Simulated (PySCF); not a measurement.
Species: delta-valerolactam, C5H9NO.
SMILES with atom numbers: `[O:1]=[C:2]1[CH2:3][CH2:4][CH2:5][CH2:6][NH:7]1` (hydrogens: H8, H9 on C3; H10, H11 on C4; H12, H13 on C5; H14, H15 on C6; H16 on N7)

The same species was optimised twice, with GFN2-xTB and with PBE0-D3(BJ)/def2-SVP (PySCF), and the same property calculations (PySCF, gas phase) were run on both structures.

| coordinate | GFN2-xTB | PBE0-D3(BJ)/def2-SVP | change |
| --- | --- | --- | --- |
| C2–N7 (Å) | 1.351 | 1.365 | +0.014 |
| C5–C6 (Å) | 1.523 | 1.518 | -0.005 |
| C4–C5 (Å) | 1.524 | 1.521 | -0.003 |
| C6–N7 (Å) | 1.446 | 1.447 | +0.001 |
| C3–C4 (Å) | 1.523 | 1.522 | -0.001 |
| C2–C3 (Å) | 1.517 | 1.517 | 0.000 |
| O1=C2 (Å) | 1.215 | 1.215 | 0.000 |
| C4–C5–C6 (°) | 108.6 | 110.0 | +1.4 |
| C2–C3–C4 (°) | 113.8 | 114.7 | +0.9 |
| O1–C2–N7 (°) | 120.8 | 121.7 | +0.9 |
| C3–C4–C5 (°) | 109.1 | 109.8 | +0.7 |
| C5–C6–N7 (°) | 110.7 | 111.2 | +0.5 |
| O1–C2–C3 (°) | 122.3 | 121.9 | -0.4 |
| C3–C2–N7 (°) | 116.8 | 116.4 | -0.4 |
| C2–N7–C6 (°) | 127.6 | 127.5 | -0.1 |

Rotational constants: A = 4647, B = 2526, C = 1755 MHz (GFN2-xTB) against A = 4622, B = 2506, C = 1738 MHz (PBE0-D3(BJ)/def2-SVP). Point groups within 0.08 Å: C1 and C1.

On the GFN2-xTB structure: HOMO (eV) -6.98 [PBE0/pcSseg-1]; LUMO (eV) 0.72 [PBE0/pcSseg-1]; dipole (D) 4.27 [PBE0/pcSseg-1]; GIAO shielding of O1 (ppm) -92.5 [PBE0/pcSseg-1]; GIAO shielding of C2 (ppm) 17.4 [PBE0/pcSseg-1]; GIAO shielding of C3 (ppm) 152.0 [PBE0/pcSseg-1]; GIAO shielding of C4 (ppm) 161.1 [PBE0/pcSseg-1]; GIAO shielding of C5 (ppm) 159.9 [PBE0/pcSseg-1]; GIAO shielding of C6 (ppm) 141.0 [PBE0/pcSseg-1]; GIAO shielding of N7 (ppm) 137.7 [PBE0/pcSseg-1].

Task: What do these properties become on the PBE0-D3(BJ)/def2-SVP structure?

Result: 
| property | level | on GFN2-xTB | on PBE0-D3(BJ)/def2-SVP | change |
| --- | --- | --- | --- | --- |
| HOMO (eV) | PBE0/pcSseg-1 | -6.98 | -7.03 | -0.05 |
| LUMO (eV) | PBE0/pcSseg-1 | 0.72 | 0.68 | -0.04 |
| dipole (D) | PBE0/pcSseg-1 | 4.27 | 4.21 | -0.06 |
| energy, GFN2-xTB geometry as zero (kcal/mol) | PBE0/pcSseg-1 | 0.0 | -0.4 | -0.4 |
| GIAO shielding of O1 (ppm) | PBE0/pcSseg-1 | -92.5 | -94.5 | -2.0 |
| GIAO shielding of C2 (ppm) | PBE0/pcSseg-1 | 17.4 | 16.1 | -1.3 |
| GIAO shielding of C3 (ppm) | PBE0/pcSseg-1 | 152.0 | 151.0 | -1.0 |
| GIAO shielding of C4 (ppm) | PBE0/pcSseg-1 | 161.1 | 160.4 | -0.7 |
| GIAO shielding of C5 (ppm) | PBE0/pcSseg-1 | 159.9 | 159.3 | -0.6 |
| GIAO shielding of C6 (ppm) | PBE0/pcSseg-1 | 141.0 | 140.4 | -0.6 |
| GIAO shielding of N7 (ppm) | PBE0/pcSseg-1 | 137.7 | 135.4 | -2.3 |

The heavy atoms differ by 0.016 Å rms after alignment. Among bonds between heavy atoms C2–N7 changes most (+0.014 Å). Changes are differences of the printed values. Neither structure is proved a minimum here.
